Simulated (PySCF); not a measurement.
Levels of As²⁺ from EOM-EA-GCCSD

Reference: closed-shell As³⁺, [Ar] 3d10 4s2; one electron is added. Calculated with PySCF 2.14, two-component X2C-1e with screened spin-orbit coupling, x2c-TZVPPall-2c with one added diffuse shell each of s, p, d type (7s8p5d1f, 63 functions); frozen [Ne]; all 96 virtual spinors kept. No Breit or QED terms. Binding energies in eV.

```
level  Koopmans  second order  EOM-CCSD
4p1/2    27.362        28.122    28.064
4p3/2    26.992        27.751    27.702
5s1/2    14.569        14.921    14.941
4d3/2    13.823        14.697    13.171
4d5/2    13.801        14.675    13.129
5p1/2    11.449        11.748    11.789
5p3/2    11.350        11.644    11.686
```

In EOM-CCSD the overlap with the one-orbital guess is low for 4d3/2 (weight 0.70), 4d5/2 (weight 0.69). That can mean mixing with two-particle, one-hole states, where second order and EOM-CCSD lose accuracy, or only a rotation among the degenerate components of the shell; the terms of those configurations are not listed.

For comparison, the ionisation energy of As²⁺ is 28.349 ± 0.012 eV (measured; NIST Atomic Spectra Database, ionization energies).

The highest levels are limited by the diffuse functions of the basis.
